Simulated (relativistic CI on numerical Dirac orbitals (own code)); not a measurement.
Sensitivity of the levels of Ru I to α and to the nuclear radius

Calculated at this level of theory: Dirac-Coulomb-Breit CI, separate exchange-only KLI orbitals for each configuration, valence Slater integrals scaled by 0.85, P86 correlation energy added to each configuration, derivatives by finite differences, QED left out (own radial code, finite nucleus).

CI space (outside the closed core [Kr]): 4d7 5s, 4d6 5s2, 4d7 5p, 4d8, 4d7 5d, 4d7 6s, 4d6 5s 5p, 4d7 6d. Levels of other configurations are missing.

With x = (α/α₀)² − 1 an excitation energy changes as ω = ω₀ + qx; K = 2q/ω₀ is the relative enhancement. Terms are leading LS components, so labels can repeat. The field-shift factor is F = δν/δ⟨r²⟩ for the transition from the lowest level.

Lowest level 4d7 5s 5F_5.

| Level | ω₀ (cm⁻¹) | q (cm⁻¹) | K | F (GHz/fm²) |
| --- | --- | --- | --- | --- |
| 4d7 5s 5F_4 | 1126.0 | 1105 | 1.96 | 0.0194 |
| 4d7 5s 5F_3 | 1975.8 | 1901 | 1.92 | 0.0369 |
| 4d7 5s 5F_2 | 2571.6 | 2412 | 1.88 | 0.0485 |
| 4d7 5s 5F_1 | 2950.6 | 2719 | 1.84 | 0.0555 |
| 4d7 5s 3F_4 | 8546.8 | 609.1 | 0.143 | -0.465 |
| 4d7 5s 3P_2 | 9585.3 | -1103 | -0.23 | 0.413 |
| 4d7 5s 3F_3 | 10023.1 | 2037 | 0.407 | -0.456 |
| 4d6 5s2 5D_4 | 10490.6 | -4195 | -0.8 | 2.57 |
| 4d7 5s 5P_3 | 10558.4 | 794.9 | 0.151 | 0.0782 |
| 4d7 5s 5P_1 | 10776.0 | 216.7 | 0.0402 | 0.407 |
| 4d7 5s 3F_2 | 10922.4 | 2750 | 0.504 | -0.463 |
| 4d6 5s2 5D_3 | 11584.8 | -4033 | -0.696 | 3.2 |
| 4d8 3F_4 | 11601.5 | 3362 | 0.58 | -1.61 |

For a near-neutral ion this model can misplace configurations by up to about 10,000 cm⁻¹ (more where the count of f electrons changes) and terms by 10 to 25 % of their spread. Rates follow the energies as ν³ (E1, M1) or ν⁵ (E2), so they and the lifetimes can be off by large factors. The fine structure of a lone outer electron comes out too small, for d and f at times inverted, and misplaced configurations move strength between like terms.
